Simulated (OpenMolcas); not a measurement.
**Ru4+ in a point-charge field**

Ru4+ among 2 point charges of -2 e arranged as a linear pair (D∞h), 2.05 Å from the ion.
```
   0.0000    0.0000    2.0500  -2.00
   0.0000    0.0000   -2.0500  -2.00
```

```json
{
  "Program": "OpenMolcas 26.06",
  "Method": "CASSCF",
  "Basis": "ANO-RCC-VDZP [6s5p3d1f]",
  "Scalar Hamiltonian": "DKH2, point nucleus",
  "Active space": "4 electrons in 5 orbitals (4d)",
  "State averaging": "2S+1 = 5 even, 5 roots; 2S+1 = 3 even, 45 roots; 2S+1 = 1 even, 50 roots",
  "Spin-orbit coupling": "RASSI with atomic mean-field integrals over the reference wave functions"
}
```

The lowest spin-free states (labels by Λ), above the lowest:

```tsv
State	Degeneracy	E (cm-1)	Free-ion L (%)
5Σ	1	0.0	D (100)
5Π	2	6250	D (100)
5Δ	2	17528	D (100)
3Φ	2	19167	H (53)
3Γ	2	20692	H (71)
3Π	2	21308	G (33)
3Δ	2	22278	G (42)
3Σ	1	23992	F (52)
3Δ	2	24379	F (54)
3H	2	25490	H (100)
3Σ	1	26209	G (73)
3Π	2	27511	H (43)
1I	2	28798	I (100)
3Σ	1	29704	H (91)
1Σ	1	29985	G (65)
3Φ	2	30449	F (84)
3Π	2	30606	P (66)
1Π	2	31384	G (66)
1Φ	2	32595	F (56)
1Δ	2	33936	G (69)
```

The lowest levels with spin-orbit coupling:

```tsv
E (cm-1)	Degeneracy	2S+1	g
0.0	1	5	
94.6	2	5	0.00 0.00 3.99
357.9	2	5	0.00 0.00 7.96
6130	2	5	0.00 0.00 5.85
6305	1	5	
6534	1	5	
6734	2	5	0.00 0.00 2.13
7001	2	5	0.00 0.00 6.01
7246	2	5	0.00 0.00 9.96
16453	1	5	
16483	1	5	
17301	2	5	0.00 0.00 0.04
17966	2	5	0.00 0.00 3.99
18267	2	3 (68 %)	0.00 0.00 6.68
18690	2	5 (67 %)	0.00 0.00 7.31
18846	2	3 (66 %)	0.00 0.00 10.54
19075	2	5 (60 %)	0.00 0.00 10.94
19200	2	3	0.00 0.00 3.91
20144	2	3	0.00 0.00 4.07
21001	2	3	0.00 0.00 1.92
```

Powder χT (cm3 K/mol): 0.0619 at 2 K, 0.309 at 10 K, 1.36 at 50 K, 1.82 at 100 K, 2.09 at 200 K, 2.21 at 300 K. The effective moment at 300 K is 2.828 √(χT) = 4.21 μB.

The lowest level has 2S+1 = 5, for which the spin-only value is χT = S(S+1) / 2 = 3.000 cm3 K/mol (g = 2). The computed 2.213 at 300 K differs by -0.787, through orbital momentum, spin-orbit coupling and any other state in reach.

Without dynamic correlation the repulsion within the d shell is too large (B by tens of per cent), so at a given field states of lower spin stand too high. Point charges give a weaker field than real ligands, and real ions of this kind are as a rule low spin; the high spin found here belongs to the model. This is an electrostatic model: the charges have no orbitals. No measured value stands beside these numbers.

With an even number of electrons the g values are those of a degenerate or nearly degenerate non-Kramers pair.
